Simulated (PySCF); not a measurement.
**SrSb: one state, many levels of theory**

State: ⁴Σ⁻ (quartet), unpaired electrons σ ↑, π ↑↑. Set-up: Sr def2-SVP with ECP28, Sb def2-SVP with ECP28; scalar-relativistic core potentials (PySCF 2.14). De refers to Sr + Sb in their high-spin ground configurations, without counterpoise correction. The functionals are run spin-unrestricted. A positive dipole means Sr(−)Sb(+).

```tsv
Level	Re (Å)	ωe (cm⁻¹)	De (eV)	μ (D)
UHF	3.355	127	0.438	-4.94
UHF-MP2	3.314	124	0.412	n/a
UHF-SCS-MP2	3.335	120	0.342	n/a
UHF-CCSD	3.344	116	0.381	n/a
UHF-CCSD(T)	3.350	114	0.421	n/a
PBE	3.272	124	1.06	-3.54
r²SCAN	3.264	130	1.16	-4.35
PBE0	3.262	128	1.00	-4.06
B97-3	3.317	120	0.91	-3.71
M06	3.314	115	0.87	-2.42
M06-2X	3.299	124	0.79	-4.13
ωB97X	3.290	125	0.94	-3.60
```

Problem. Which functional lies closest to UHF-CCSD(T) in De, which farthest, and by how much do they differ from it?

Solution. Closest is M06-2X (-5.1 pm in Re, +8.8 % in ωe, +0.37 eV in De against UHF-CCSD(T) in the same basis), farthest r²SCAN (-8.6 pm in Re, +14.0 % in ωe, +0.74 eV in De). CCSD(T) converges more slowly with the basis than the functionals do and binds too weakly in this one, so the order can change at the basis-set limit.

Problem. What does the step from GGA to meta-GGA do here, going from PBE to r²SCAN?

Solution. r²SCAN less PBE: -0.8 pm in Re, +4.8 % in ωe, +0.10 eV in De. 

Problem. What does second-order correlation do here, going from UHF to UHF-MP2?

Solution. UHF-MP2 less UHF: -4.1 pm in Re, -2.4 % in ωe, -0.03 eV in De. The bond shortens, as in weak, metallic or heavy-atom bonds, where dispersion and the correlation of outer-core electrons pull the atoms together.

Correlated steps freeze 4 core orbitals. Correlated levels converge slowly with the basis: in double zeta they bind strong bonds too weakly, by up to about 1 eV, and carry superposition errors of some tenths. These are scalar-relativistic numbers at best; spin–orbit coupling would shift them, the dissociation energy most. The state was picked by a PBE0 search and need not be the measured ground state.

The whole job (state search and all levels along the bond) took about 5.3 min on 1 thread of Arm Neoverse N1 (shared host), peak memory 0.59 GiB.
